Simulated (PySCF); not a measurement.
**C (carbon, neutral) across methods**

[He] 2s1 2p3, high-spin 5S determinant (an excited configuration). All numbers are calculated (PySCF 2.14, the spin-free X2C one-electron Hamiltonian (Gaussian nucleus), in aug-cc-pCVTZ-DK (7s6p4d2f, 59 functions)). The B2PLYP total includes its PT2 part (frozen core); its orbital energies are those of the SCF part.

```csv
method,E (hartree),mean ε 1s β (eV),mean ε 2s α (eV),mean ε 2p α (eV),Σ⟨r²⟩ (bohr²),⟨S²⟩
UHF,-37.61139,-305.65,-25.647,-13.030,13.58,6.000
r2SCAN,-37.7150,-274.84,-16.694,-7.266,13.90,6.000
wB97M-V,-37.6962,-283.27,-20.174,-10.677,14.38,6.000
r2SCANh,-37.7141,-277.96,-17.579,-7.861,13.85,6.000
B2PLYP,-37.6751,-290.03,-20.643,-9.923,13.85,6.000
LDA,-37.3330,-268.56,-15.279,-6.892,14.34,6.000
TPSSh,-37.7158,-276.93,-16.873,-7.503,14.02,6.000
PBE0,-37.6725,-279.92,-18.116,-8.449,13.98,6.000
PBE,-37.6601,-271.15,-15.504,-6.831,14.26,6.000
```
